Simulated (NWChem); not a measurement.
System: TiNH$_{2}$F$_{3}$; SMILES [NH2][Ti]([F])([F])[F]

Input file for NWChem:

```
start job
memory heap 200 mb stack 900 mb global 1100 mb
geometry units angstroms noautosym nocenter noautoz
  Ti    -0.009974     0.000858     0.053944
  F      0.779161     1.346633     0.835386
  F      0.182602    -1.506121     0.905347
  F     -1.715855     0.389694    -0.042037
  N      0.709884    -0.209457    -1.651297
  H      0.969433     0.555015    -2.269583
  H      0.859883    -1.106682    -2.105639
end
basis spherical
  * library pcsseg-1
end
dft
  xc pbe0
  iterations 150
end
property
  shielding
end
task dft property
```

NWChem printed, in part:

```
             Northwest Computational Chemistry Package (NWChem) 7.3.0
             --------------------------------------------------------

                             Geometry "geometry" -> ""
                             -------------------------

 Output coordinates in angstroms (scale by  1.889725989 to convert to a.u.)

  No.       Tag          Charge          X              Y              Z
 ---- ---------------- ---------- -------------- -------------- --------------
    1 Ti                  22.0000    -0.00997400     0.00085800     0.05394400
    2 F                    9.0000     0.77916100     1.34663300     0.83538600
    3 F                    9.0000     0.18260200    -1.50612100     0.90534700
    4 F                    9.0000    -1.71585500     0.38969400    -0.04203700
    5 N                    7.0000     0.70988400    -0.20945700    -1.65129700
    6 H                    1.0000     0.96943300     0.55501500    -2.26958300
    7 H                    1.0000     0.85988300    -1.10668200    -2.10563900

 Effective nuclear repulsion energy (a.u.)     327.5721293448

                              NWChem Property Module
                              ----------------------

  itol2e modified to match energy
  convergence criterion.

                                 NWChem DFT Module
                                 -----------------

 Summary of "ao basis" -> "ao basis" (spherical)
 ------------------------------------------------------------------------------
       Tag                 Description            Shells   Functions and Types
 ---------------- ------------------------------  ------  ---------------------
 Ti                         pcsseg-1                15       45   5s6p3d1f
 F                          pcsseg-1                 7       17   3s3p1d
 N                          pcsseg-1                 7       17   3s3p1d
 H                          pcsseg-1                 3        5   2s1p

  itol2e modified to match energy
  convergence criterion.

            General Information
            -------------------
          SCF calculation type: DFT
          Wavefunction type:  closed shell.
          No. of atoms     :     7
          No. of electrons :    58
           Alpha electrons :    29
            Beta electrons :    29
          Charge           :     0
          Spin multiplicity:     1
          Use of symmetry is: off; symmetry adaption is: off
          Maximum number of iterations: 150
          AO basis - number of functions:   123
                     number of shells:    49
          Convergence on energy requested:  1.00D-07
          Convergence on density requested:  1.00D-05
          Convergence on gradient requested:  5.00D-04

              XC Information
              --------------
                         PBE0 Method XC Functional
                     Hartree-Fock (Exact) Exchange  0.250
          PerdewBurkeErnzerhof Exchange Functional  0.750
            Perdew 1991 LDA Correlation Functional  1.000 local
           PerdewBurkeErnz. Correlation Functional  1.000 non-local

             Grid Information
             ----------------
          Grid used for XC integration:  fine
          Radial quadrature: Mura-Knowles
          Angular quadrature: Lebedev.
          Tag              B.-S. Rad. Rad. Pts. Rad. Cut. Ang. Pts.
          ---              ---------- --------- --------- ---------
          Ti                  1.40      140          10.0       974
          F                   0.50       70          11.0       590
          N                   0.65       70           8.0       590
          H                   0.35       60          11.0       590
          Grid pruning is: on
          Number of quadrature shells:   540
          Spatial weights used:  Erf1

      Superposition of Atomic Density Guess
      -------------------------------------

 Sum of atomic energies:       -1201.63576952

      Non-variational initial energy
      ------------------------------

[...]

          -----------------------------------------
          Chemical Shielding Tensors (GIAO, in ppm)
          -----------------------------------------

                                NWChem CPHF Module
                                ------------------

  scftype          =     RHF
  nclosed          =       29
  nopen            =        0
  variables        =     2726
  # of vectors     =        3
  tolerance        = 0.10D-03
  level shift      = 0.00D+00
  max iterations   =       50
  max subspace     =       30

 SCF residual:    2.1402184878064646E-004

Iterative solution of linear equations
  No. of variables     2726
  No. of equations        3
  Maximum subspace       30
        Iterations       50
       Convergence  1.0D-04

   iter   nsub   residual    time
   ----  ------  --------  ---------
     1      3    8.22D-01     176.2
     2      6    7.13D-02     188.1
     3      9    6.28D-03     200.0
     4     12    4.74D-04     212.5
     5     15    2.68D-05     224.6

      Atom:    1  Ti
        Diamagnetic
   1600.2286     -0.0272     -1.7715
     -0.0272   1602.9037      0.2494
     -1.7715      0.2494   1603.2072

        Paramagnetic
  -1850.6156     -2.0414    -46.3229
     -2.0414  -1955.5688     14.4222
    -46.3229     14.4222  -1634.5302

        Total Shielding Tensor
   -250.3870     -2.0686    -48.0944
     -2.0686   -352.6651     14.6716
    -48.0944     14.6716    -31.3229

           isotropic =    -211.4583
          anisotropy =    -212.8131

          Principal Components and Axis System
                 1           2           3
             -353.3337   -260.4703    -20.5710

      1        -0.0013      0.9788     -0.2050
      2         0.9990      0.0106      0.0445
      3        -0.0457      0.2047      0.9777

      Atom:    2  F
        Diamagnetic
    475.4359      5.9486      3.4795
      5.9486    482.5441      6.3077
      3.4795      6.3077    476.2904

        Paramagnetic
   -691.3257    258.9355    154.0552
    258.9355   -457.9266    246.0542
    154.0552    246.0542   -708.0674

        Total Shielding Tensor
   -215.8899    264.8841    157.5347
    264.8841     24.6175    252.3619
    157.5347    252.3619   -231.7770

           isotropic =    -141.0164
          anisotropy =    -372.5812

          Principal Components and Axis System
                 1           2           3
             -389.4039   -381.5611    347.9157

      1         0.5218     -0.7055      0.4796
      2        -0.6619      0.0199      0.7493
      3         0.5382      0.7084      0.4566

      Atom:    3  F
        Diamagnetic
    472.4301     -1.5044      0.6784
     -1.5044    485.0959     -7.4925
      0.6784     -7.4925    477.2794

        Paramagnetic
   -892.9100   -106.1884     21.6430
   -106.1884   -323.8357   -310.2012
     21.6430   -310.2012   -684.2095

        Total Shielding Tensor
   -420.4800   -107.6928     22.3214
   -107.6928    161.2602   -317.6937
     22.3214   -317.6937   -206.9301

           isotropic =    -155.3833
          anisotropy =    -446.4096

          Principal Components and Axis System
                 1           2           3
             -452.9897   -371.5407    358.3806

      1         0.8717     -0.4716     -0.1332
      2         0.3369      0.3793      0.8617
      3         0.3559      0.7960     -0.4895

      Atom:    4  F
        Diamagnetic
    488.7746     -3.8864      0.5505
     -3.8864    472.7110     -0.1609
      0.5505     -0.1609    471.7287

        Paramagnetic
   -182.4417   -111.0284     33.0199
   -111.0284   -685.0622    -12.4650
     33.0199    -12.4650   -868.4320

        Total Shielding Tensor
    306.3329   -114.9148     33.5704
   -114.9148   -212.3513    -12.6259
     33.5704    -12.6259   -396.7034

           isotropic =    -100.9072
          anisotropy =    -446.5504

          Principal Components and Axis System
                 1           2           3
             -398.6075    332.3766   -236.4908

      1        -0.0406      0.9771      0.2090
      2         0.0426     -0.2072      0.9774
      3         0.9983      0.0486     -0.0332

      Atom:    5  N
        Diamagnetic
    310.9306      0.1378     -9.6871
      0.1378    326.7959      0.9461
     -9.6871      0.9461    330.9243

        Paramagnetic
   -155.1873    -33.8855    -23.1846
    -33.8855   -631.6092     52.1681
    -23.1846     52.1681   -106.5164

        Total Shielding Tensor
    155.7433    -33.7476    -32.8718
    -33.7476   -304.8133     53.1143
    -32.8718     53.1143    224.4079

           isotropic =      25.1126
          anisotropy =    -505.7712

          Principal Components and Axis System
                 1           2           3
             -312.0681    244.5899    142.8161

      1         0.0650     -0.3820      0.9219
      2         0.9934      0.1121     -0.0236
      3        -0.0944      0.9173      0.3868

      Atom:    6  H
        Diamagnetic
     23.8421      3.7179     -5.4351
      3.7179     33.9290     -8.5369
     -5.4351     -8.5369     34.7625

        Paramagnetic
      2.9087     -4.9612      5.0557
     -4.9612    -17.0748     10.9968
      5.0557     10.9968     -6.7869

        Total Shielding Tensor
     26.7508     -1.2433     -0.3794
     -1.2433     16.8541      2.4599
     -0.3794      2.4599     27.9756

           isotropic =      23.8602
          anisotropy =       7.2723

          Principal Components and Axis System
                 1           2           3
               28.7084     26.6610     16.2111

      1        -0.3210      0.9410      0.1077
      2         0.2246     -0.0348      0.9738
      3         0.9201      0.3367     -0.2002

      Atom:    7  H
        Diamagnetic
     22.8372     -2.9066     -3.7020
     -2.9066     38.1964      8.4711
     -3.7020      8.4711     31.4075

        Paramagnetic
      3.9569      2.7054      3.0504
      2.7054    -22.1428     -8.6766
      3.0504     -8.6766     -3.0771

[...]
```

Level: PBE0/pcSseg-1, GIAO. All runs use the structure optimised with B3LYP/6-31G* (spherical d). The printed shielding anisotropy is the first printed principal value minus the mean of the other two.
